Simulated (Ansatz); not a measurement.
```yaml
crystal:
  periodic: [false, false, false]
  atoms:
    - {symbol: C, position_ang: [-2.611270, -1.824686, 1.392567]}
    - {symbol: O, position_ang: [-2.115210, -0.807821, 0.519156]}
    - {symbol: C, position_ang: [-1.082271, -0.070630, 1.090677]}
    - {symbol: O, position_ang: [-0.681171, -0.303230, 2.155190]}
    - {symbol: C, position_ang: [-0.588395, 0.916242, 0.071043]}
    - {symbol: C, position_ang: [0.851493, 0.539608, -0.514555]}
    - {symbol: C, position_ang: [1.879505, 0.576059, 0.532883]}
    - {symbol: C, position_ang: [0.767044, -0.856454, -1.124198]}
    - {symbol: C, position_ang: [1.119587, 1.567792, -1.601711]}
    - {symbol: H, position_ang: [-1.772515, -2.564690, 1.656477]}
    - {symbol: H, position_ang: [-3.438055, -2.342048, 0.827047]}
    - {symbol: H, position_ang: [-3.050207, -1.392890, 2.261324]}
    - {symbol: H, position_ang: [-1.297576, 1.054775, -0.717255]}
    - {symbol: H, position_ang: [-0.434808, 1.909994, 0.658095]}
    - {symbol: H, position_ang: [1.957285, 1.584085, 0.990589]}
    - {symbol: H, position_ang: [1.716173, -0.048805, 1.325435]}
    - {symbol: H, position_ang: [2.894591, 0.340992, 0.167839]}
    - {symbol: H, position_ang: [-0.072976, -0.919612, -1.870133]}
    - {symbol: H, position_ang: [0.592281, -1.670334, -0.406681]}
    - {symbol: H, position_ang: [1.708059, -1.128326, -1.638768]}
    - {symbol: H, position_ang: [1.180085, 2.560120, -1.232428]}
    - {symbol: H, position_ang: [0.401759, 1.513944, -2.399844]}
    - {symbol: H, position_ang: [2.079791, 1.347914, -2.078338]}
basis:
  gaussian: {orbitals: def2-mTZVPP, final_grid: {core_spheres: 8, valence_spheres: 7, degree: 23}}
magnetization: {spin_polarized: true, initial_magnetization: 0}
hamiltonian: {xc: {name: TPSS}}
```

```sh
$ ansatz run in.yaml --threads 5 --pin off --events-out ev --progress --plain --max-ram 66560MiB --backend cpu
```

It prints (some lines left out):

```
Error: YAML parse error: error: line 30 column 19: hamiltonian.xc: no functional is named "TPSS"; the names, which are not case-sensitive, are SVWN5, SPW92, PBE, PBE0, PBEsol, revPBE, revPBE0, RPBE, rPW86-PBE, HSE06, wPBEh, LC-wPBE, HISS, HF, BLYP, B3LYP, B3LYP5, BHLYP, CAM-B3LYP, r2SCAN, r2SCANh, r2SCAN0, r2SCAN50, m-r2SCAN, B97, wB97, wB97X, wB97X-V, B97M-V, wB97M-V, B2PLYP, B2GP-PLYP, PBE0-DH, PBE-QIDH
28 |   gaussian: {orbitals: def2-mTZVPP, final_grid: {core_spheres: 8, valence_spheres: …
29 | magnetization: {spin_polarized: true, initial_magnetization: 0}
30 | hamiltonian: {xc: {name: TPSS}}
```

**Question.** What is wrong with this run?

**Answer.** The method's name isn't one that the program takes here. The program refused the input.

HSE06 is defined as in plane-wave codes.
